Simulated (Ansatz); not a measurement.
Geometry optimisation, Ansatz, RKS PBE-D4/def2-SVP.

The input (input.yaml):

```yaml
crystal:
  periodic: [false, false, false]
  atoms:
    - { symbol: Ga, position_ang: [-1.615799, 1.04379, 0.830388] }
    - { symbol: Si, position_ang: [1.315349, -0.731577, -0.355358] }
    - { symbol: "N", position_ang: [-1.340753, 0.489099, -0.796251] }
    - { symbol: H, position_ang: [0.837377, 0.027878, -1.49385] }
    - { symbol: Cl, position_ang: [-1.407303, 1.697466, 2.851469] }
    - { symbol: H, position_ang: [0.760621, -2.132549, -0.336366] }
    - { symbol: H, position_ang: [2.824027, -0.809183, -0.30121] }
    - { symbol: H, position_ang: [0.8715, -0.031246, 0.922527] }
    - { symbol: H, position_ang: [-2.24502, 0.446422, -1.32135] }
basis:
  gaussian: { orbitals: def2-SVP }
hamiltonian:
  xc: pbe
  dispersion: d4
relax:
  f_tol: 0.03
  max_steps: 50
output:
  orbitals: {}
```

Command:

```bash
$ ansatz run input.yaml --threads 2 --pin off --max-ram 3072MiB --backend cpu --events-out ev --progress --plain --runs-dir out
```

Q: Where does it end, and by what steps?

A: It converged. The force dipped under the threshold on the way, but the program's further checks kept it going. After 11 steps the energy has fallen by 0.173 eV; H4 moved furthest, 0.52 Å.

```csv
step,energy less start (eV),largest force component (eV/Å),accepted
0,0.0000,0.783,yes
1,-0.0772,0.247,yes
2,-0.1063,0.274,yes
3,-0.1293,0.428,yes
4,-0.1452,0.793,yes
5,-0.1594,0.548,yes
6,-0.1667,0.112,yes
7,-0.1691,0.098,yes
8,-0.1705,0.061,yes
9,-0.1719,0.039,yes
10,-0.1724,0.027,yes
11,-0.1727,0.011,yes
```

```xyz
9
Properties=species:S:1:pos:R:3
Ga -1.310 0.867 0.813
Si 1.223 -0.633 -0.384
N -1.465 0.193 -0.786
H 1.310 0.211 -1.613
Cl -1.119 1.699 2.781
H 0.505 -1.933 -0.537
H 2.621 -0.908 0.117
H 0.647 0.174 0.796
H -2.412 0.332 -1.186
```

Whether the end is a true minimum wasn't checked by a vibrational analysis.

Run time: 26 s on 2 threads of Intel(R) Xeon(R) Platinum 8259CL CPU @ 2.50GHz (Skylake/Cascade Lake) (shared host), peak memory 0.17 GiB.
